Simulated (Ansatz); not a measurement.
Ansatz results at the PBE0-D4/def2-TZVP geometry: HOMO energy (PBE/def2-TZVPP) -6.48 eV; HOMO energy (ωB97M-V/def2-TZVPP) -10.46 eV; size of the dipole moment (PBE/def2-TZVPP) 3.11 D.

Each molecule was computed in one conformer, which needn't be the lowest.

Q: Which molecule gave them?
A. `NB(O)CF`
B. `OCNBF`
C. `CB(N)C[SiH3]`
D. `C=C[C](=C)[AlH2]`

A: B. The others give `NB(O)CF`: -6.54, -10.44, 2.62; `C=C[C](=C)[AlH2]`: -6.01, -9.04, 0.75; `CB(N)C[SiH3]`: -6.64, -10.29, 1.75.
